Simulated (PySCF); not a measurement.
Species: YF₃ (singlet state).
Z-matrix (Å and degrees, PBE0-D3(BJ)/def2-SVP geometry), rows numbered from 1:
```
Y 
F   1  1.9952
F   1  1.9928  2  120.53
F   1  1.9927  2  120.40  3  -176.36
```

Computed with TDDFT B3LYP/def2-SVPD, vertical, gas phase, core orbitals frozen in the response, def2 core potentials past Kr (PySCF 2.14.0, density-fitted response routines). Spin–orbit coupling is left out.

A / s⁻¹ = 0.6670 f (ν̃ / cm⁻¹)² and τ = 1/A in vacuum; |μ| follows from f = (2/3) ΔE |μ|² (atomic units, 1 au = 2.5417 D); ∫σ dE = 109.76 f Mb·eV.

States that coincide in energy are taken one by one. The rates are for emission to S0 at the absorption energy, with no other channel.

Energies and rates of the computed singlets with f of 0.002 or more:

```json
{"state": "S1", "λ (nm)": "193.0", "A (s⁻¹)": "6.18×10⁶"}
{"state": "S2", "λ (nm)": "192.7", "A (s⁻¹)": "6.58×10⁶"}
{"state": "S4", "λ (nm)": "184.2", "A (s⁻¹)": "8.64×10⁷"}
{"state": "S7", "λ (nm)": "167.5", "A (s⁻¹)": "9.21×10⁶"}
{"state": "S8", "λ (nm)": "167.3", "A (s⁻¹)": "9.15×10⁶"}
```

Go back from the rates to the oscillator strengths and transition dipoles.

f = A / (0.6670 ν̃²), and |μ| follows from f:

```json
{"state": "S1", "f": "0.0034", "|μ| (D)": "0.38", "τ": "160 ns", "main configurations (H = HOMO, L = LUMO)": "H-1/H→L (100%)"}
{"state": "S2", "f": "0.0037", "|μ| (D)": "0.39", "τ": "150 ns", "main configurations (H = HOMO, L = LUMO)": "H-1/H→L (100%)"}
{"state": "S4", "f": "0.044", "|μ| (D)": "1.31", "τ": "12 ns", "main configurations (H = HOMO, L = LUMO)": "H-3→L (100%)"}
{"state": "S7", "f": "0.0039", "|μ| (D)": "0.37", "τ": "110 ns", "main configurations (H = HOMO, L = LUMO)": "H-6→L (99%)"}
{"state": "S8", "f": "0.0038", "|μ| (D)": "0.37", "τ": "110 ns", "main configurations (H = HOMO, L = LUMO)": "H-7→L (99%)"}
```

How much energy does a mole of photons resonant with S4 carry?

6.729 eV × 96.485 = 649 kJ/mol (155 kcal/mol).

By what factor does the largest A in the list exceed the smallest?

S4 has 14 times the rate of S1.

What is the integrated cross-section of all computed states together?

Σf = 0.059 over S1 to S10, so 109.76 × Σf ≈ 6.48 Mb·eV.

The vertical ionisation energy (ΔSCF) is 12.94 eV, 4.71 eV above S10.
